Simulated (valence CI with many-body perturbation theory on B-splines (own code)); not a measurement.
## Cd⁴³⁺: calculated level list

Computed by configuration interaction combined with many-body perturbation theory (CI+MBPT): three valence electrons over a frozen Dirac-Fock core [He], radial functions for each j: 11 s, 11 p, 10 d, 8 f, 5 g, 2 h, with the one-electron correlation potential Σ1, the two-electron term Σ2, the three-electron term Σ3, Breit, model QED; selected CI, second order for the rest, scaled by the run's own slope (own B-spline code, finite nucleus).

The last digits are not significant, and no measured levels were compared; by estimate large intervals hold to a few tenths of a per cent, small ones and those within an open d or f shell to about a per cent.

Levels 136 to 180 of 196, with energies above the lowest level, (2s^2 2p1/2) J=1/2. "Leading %" is the weight of the configuration and term that name the level; weights of strongly mixed levels are sums over their largest components and can fall short, so below about 35 % the name and the second component can differ from the true leading terms, or belong to a minority configuration. In the jj column 3d3/2^4 stands for four electrons in 3d with j = 3/2.

```csv
No.,Configuration,Term,J,E (Ry),Leading %,g,Leading jj,Second component
136,2s.2p.4s,2P°,1/2,403.82,84,0.949,2s 2p1/2 4s (98 %),15 % 2s.2p.4s 4P°
137,2s.2p.4p,4D,3/2,404.77,50,1.150,2s 2p1/2 4p1/2 (97 %),24 % 2s.2p.4p 2D
138,2s.2p.4p,4P,1/2,405.24,49,1.900,2s 2p1/2 4p1/2 (98 %),20 % 2s.2p.4p 2S
139,2s.2p.4p,4P,3/2,405.54,30,1.376,2s 2p1/2 4p3/2 (99 %),26 % 2s.2p.4p 2D
140,2s.2p.4d,4F°,3/2,406.45,62,0.667,2s 2p1/2 4d3/2 (100 %),14 % 2s.2p.4d 2D°
141,2s.2p.4p,4D,5/2,406.90,48,1.351,2s 2p1/2 4p3/2 (98 %),32 % 2s.2p.4p 2D
142,2s.2p.4p,2P,1/2,406.90,48,1.253,2s 2p1/2 4p3/2 (97 %),17 % 2s.2p.4p 4P
143,2s.2p.4p,2D,3/2,406.97,44,1.286,2s 2p1/2 4p3/2 (98 %),20 % 2s.2p.4p 4S
144,2s.2p.4d,4F°,5/2,407.15,31,1.224,2s 2p1/2 4d5/2 (96 %),30 % 2s.2p.4d 4D°
145,2s.2p.4f,4G,5/2,407.70,45,0.840,2s 2p1/2 4f5/2 (100 %),19 % 2s.2p.4f 4F
146,2s.2p.4d,4F°,5/2,407.78,33,1.095,2s 2p1/2 4d3/2 (90 %),25 % 2s.2p.4d 2D°
147,2s.2p.4f,4F,7/2,407.97,26,1.146,2s 2p1/2 4f7/2 (100 %),24 % 2s.2p.4f 4D
148,2s.2p.4d,4D°,3/2,408.01,25,1.138,2s 2p1/2 4d3/2 (93 %),20 % 2s.2p.4d 4P°
149,2s.2p.4d,4D°,1/2,408.07,60,0.402,2s 2p1/2 4d3/2 (98 %),33 % 2s.2p.4d 2P°
150,2s.2p.4d,4F°,7/2,408.49,41,1.250,2s 2p1/2 4d5/2 (98 %),32 % 2s.2p.4d 2F°
151,2s.2p.4d,2D°,3/2,408.69,42,1.060,2s 2p1/2 4d5/2 (93 %),37 % 2s.2p.4d 2P°
152,2s.2p.4d,2F°,5/2,408.69,49,1.124,2s 2p1/2 4d5/2 (94 %),23 % 2s.2p.4d 4P°
153,2s.2p.4f,4G,7/2,409.07,37,1.013,2s 2p1/2 4f5/2 (97 %),30 % 2s.2p.4f 2G
154,2s.2p.4f,4F,3/2,409.09,54,0.640,2s 2p1/2 4f5/2 (98 %),33 % 2s.2p.4f 2D
155,2s.2p.4f,4G,5/2,409.12,32,0.946,2s 2p1/2 4f5/2 (96 %),19 % 2s.2p.4f 4D
156,2s.2p.4f,4G,9/2,409.33,36,1.194,2s 2p1/2 4f7/2 (98 %),34 % 2s.2p.4f 2G
157,2s.2p.4f,2D,5/2,409.38,36,1.049,2s 2p1/2 4f7/2 (96 %),32 % 2s.2p.4f 2F
158,2s.2p.4f,2G,7/2,409.40,36,1.139,2s 2p1/2 4f7/2 (98 %),34 % 2s.2p.4f 4D
159,2p2.4s,4P,1/2,414.80,49,2.011,2p1/2^2 4s (97 %),25 % 2p2.4s 2S
160,2p2.4p,2P°,1/2,415.98,42,0.661,2p1/2^2 4p1/2 (97 %),41 % 2p2.4p 4D°
161,2s.2p.4s,4P°,5/2,418.08,100,1.587,2s 2p3/2 4s (100 %),
162,2p2.4p,2P°,3/2,418.09,30,1.334,2p1/2^2 4p3/2 (96 %),21 % 2p2.4p 4D°
163,2s.2p.4s,2P°,3/2,418.48,82,1.385,2s 2p3/2 4s (99 %),17 % 2s.2p.4s 4P°
164,2p2.4d,2D,3/2,418.94,38,0.792,2p1/2^2 4d3/2 (97 %),35 % 2p2.4d 4F
165,2s.2p.4p,4P,3/2,419.62,45,1.638,2s 2p3/2 4p1/2 (100 %),26 % 2s.2p.4p 4S
166,2s.2p.4p,4D,5/2,419.70,31,1.310,2s 2p3/2 4p1/2 (78 %),30 % 2s.2p.4p 2D
167,2p2.4d,2D,5/2,419.72,20,1.230,2p1/2^2 4d5/2 (76 %),16 % 2p2.4d 4D
168,2p2.4f,2F°,5/2,420.10,37,0.853,2p1/2^2 4f5/2 (98 %),32 % 2p2.4f 4G°
169,2p2.4f,2F°,7/2,420.39,32,1.140,2p1/2^2 4f7/2 (98 %),18 % 2p2.4f 2G°
170,2s.2p.4p,4D,7/2,421.31,100,1.419,2s 2p3/2 4p3/2 (100 %),
171,2s.2p.4p,2P,3/2,421.46,54,1.477,2s 2p3/2 4p3/2 (100 %),30 % 2s.2p.4p 4S
172,2s.2p.4p,4P,5/2,421.71,52,1.402,2s 2p3/2 4p3/2 (99 %),46 % 2s.2p.4p 2D
173,2s.2p.4p,2S,1/2,421.86,53,1.580,2s 2p3/2 4p3/2 (99 %),29 % 2s.2p.4p 2P
174,2s.2p.4s,2P°,1/2,422.36,92,0.803,2s 2p3/2 4s (96 %),7 % 2s.2p.4s 4P°
175,2s.2p.4s,2P°,3/2,422.42,82,1.389,2s 2p3/2 4s (96 %),16 % 2s.2p.4s 4P°
176,2s.2p.4d,4D°,5/2,422.55,46,1.248,2s 2p3/2 4d3/2 (99 %),21 % 2s.2p.4d 4F°
177,2s.2p.4d,4P°,3/2,422.63,45,1.382,2s 2p3/2 4d3/2 (98 %),41 % 2s.2p.4d 4D°
178,2s.2p.4d,4F°,7/2,422.63,49,1.272,2s 2p3/2 4d3/2 (82 %),32 % 2s.2p.4d 4D°
179,2s.2p.4d,4P°,1/2,422.68,85,2.258,2s 2p3/2 4d3/2 (98 %),13 % 2s.2p.4d 4D°
180,2s.2p.4d,4F°,9/2,422.84,100,1.325,2s 2p3/2 4d5/2 (100 %),
```

Where two levels of one J and parity lie close, their mixing, g and order are uncertain.
